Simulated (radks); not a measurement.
Spherical quantum dot in the effective-mass picture: electrons in a hard-walled sphere of radius 1.27, with a point charge +2 (a donor) at the centre, all in effective atomic units (hartree* = m*/eps^2 hartree, bohr* = eps/m* bohr), one dielectric constant everywhere. Method: non-relativistic Kohn-Sham, exchange-only LDA, spin-polarised, spherical densities; computed with a radial shooting solver with Libxc functionals. Levels are named by radial order and angular momentum (1s, 1p, 1d, 2s, ...), and open shells are averaged over m. Results are scaled to m* = 0.287 and eps = 6.7, for which hartree* = 174 meV and bohr* = 1.235 nm.

N = 16, configuration 1s2 1p6 1d(up 5, down 3). This is the lowest configuration that the search found. Occupied and some empty levels:

level,occupation,eigenvalue (meV),<r> (nm)
1s up,1,2994.3,0.7794
1s down,1,3009.6,0.7760
1p up,3,3548.7,0.9671
1p down,3,3568.5,0.9663
1d up,5,4193.8,1.047
1d down,3,4214.8,1.047
2s up,0,4320.4,0.7501
2s down,0,4332.1,0.7522
1f up,0,4984.0,1.100
1f down,0,5005.3,1.101
2p up,0,5627.1,0.8211
2p down,0,5640.4,0.8211

Energy (meV): total 36718.5, kinetic 22203, external -7801.3, Hartree 25217, exchange-correlation -2900.2.

Electron density:

r (nm),n(r) (e/nm^3)
0.0406,2.007
0.119,1.634
0.197,1.412
0.275,1.307
0.354,1.295
0.432,1.357
0.510,1.476
0.589,1.630
0.667,1.795
0.745,1.943
0.824,2.041
0.902,2.060
0.980,1.977
1.06,1.783
1.14,1.486
1.21,1.121
1.29,0.7361
1.37,0.3944
1.45,0.1415
1.53,0.01611
